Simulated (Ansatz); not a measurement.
Species: CuI (charge 0, singlet). 
Structure (B3LYP-D3(BJ)/def2-TZVP (Ansatz, a first-principles code) minimum search):
SMILES: [I][Cu]
```xyz
2

Cu     0.0000     0.0000    -1.5484
I      0.0000     0.0000     0.8472
```
Charge 0, spin multiplicity 1.

Quantity: vertical ionisation energy (to the doublet state of charge +1; each state is the SCF solution reached for its spin; for the singlet T1 is 0.026), in eV. Valence correlation only, unless marked. UHF or UKS for open shells. Spin-orbit coupling is left out. Frozen are the shells of the preceding noble gas and the d and f shells that filled before the atom's block. Past Kr the def2 sets carry scalar-relativistic core potentials. CBS(X,Y): correlation extrapolated as X^-3; Hartree-Fock from the larger set.

| level | program | vertical ionisation energy (eV) |
|---|---|---|
| SVWN5/def2-TZVPD | Ansatz | 9.28 |

**Question.** Estimate the value at CCSD(T)/CBS(def2-TZVPPD,def2-QZVPPD) as computed with Ansatz.

**Answer.** 9.16 eV, so SVWN5/def2-TZVPD differs from it by 0.12 eV.
